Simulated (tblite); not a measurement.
Species: C3H10F2Si2.
SMILES with atom numbers: `[F:1][CH2:2][CH2:3][C@H:4]([F:5])[SiH2:6][SiH3:7]` (hydrogens: H8, H9 on C2; H10, H11 on C3; H12 on C4; H13, H14 on Si6; H15, H16, H17 on Si7)

Structure optimised with GFN2-xTB, isolated species.

Q: List the bond lengths, angles and torsions at this level.

A: 
| bond | length (bohr) |
| --- | --- |
| F1–C2 | 2.600 |
| C2–C3 | 2.879 |
| C3–C4 | 2.875 |
| C4–F5 | 2.641 |
| C4–Si6 | 3.643 |
| Si6–Si7 | 4.369 |
| C2–H8 | 2.068 |
| C2–H9 | 2.069 |
| C3–H10 | 2.061 |
| C3–H11 | 2.061 |
| C4–H12 | 2.072 |
| Si6–H13 | 2.779 |
| Si6–H14 | 2.778 |
| Si7–H15, Si7–H16, Si7–H17 | 2.770 |

Bonds in one row agree within 0.02 bohr and their mean is given. A selection of angles:
| angle | degrees |
| --- | --- |
| F1–C2–C3 | 110.1 |
| F1–C2–H8 | 106.9 |
| F1–C2–H9 | 106.5 |
| C3–C2–H8 | 111.4 |
| C3–C2–H9 | 111.5 |
| H8–C2–H9 | 110.2 |
| C2–C3–C4 | 112.4 |
| C2–C3–H10 | 109.1 |
| C2–C3–H11 | 108.6 |
| C4–C3–H10 | 108.6 |
| C4–C3–H11 | 109.3 |
| H10–C3–H11 | 108.8 |
| C3–C4–F5 | 108.4 |
| C3–C4–Si6 | 114.3 |
| C3–C4–H12 | 109.4 |
| F5–C4–Si6 | 107.6 |
| F5–C4–H12 | 105.0 |
| Si6–C4–H12 | 111.7 |
| C4–Si6–Si7 | 109.8 |
| C4–Si6–H13 | 103.9 |
| C4–Si6–H14 | 104.6 |
| Si7–Si6–H13 | 116.5 |
| Si7–Si6–H14 | 115.1 |
| H13–Si6–H14 | 105.8 |
| Si6–Si7–H15 | 109.4 |
| Si6–Si7–H16 | 112.1 |
| Si6–Si7–H17 | 113.3 |
| H15–Si7–H16 | 107.0 |

Torsions: F1–C2–C3–C4 -69° (synclinal); C2–C3–C4–F5 -68° (synclinal); C3–C4–Si6–Si7 172° (antiperiplanar).

Of the pairs four or more bonds apart, F1···H12 is among the closest relative to their van der Waals radii: 2.61 Å, 98 % of the sum of Bondi's values. The C–F distances run from 1.376 Å (F1–C2, drawn single) to 1.398 Å (C4–F5, drawn single), a spread of 0.022 Å. Si6 (SiH2 silicon) is distorted tetrahedral (angles from 103.9° to 116.5°). Si7 (SiH3 silicon) is distorted tetrahedral (angles from 107.0° to 113.3°).

Point group: C1 (no symmetry element, even within 0.4 Å). Its GFN2-xTB frequencies are all real (lowest 31 cm⁻¹). One conformer, not necessarily the lowest.

Time: 0.89 s. Hardware: one thread of an Arm Neoverse N1, shared host with 32 logical CPUs at a one-minute load of 20. These figures are those of the optimisation.

These are computed values.
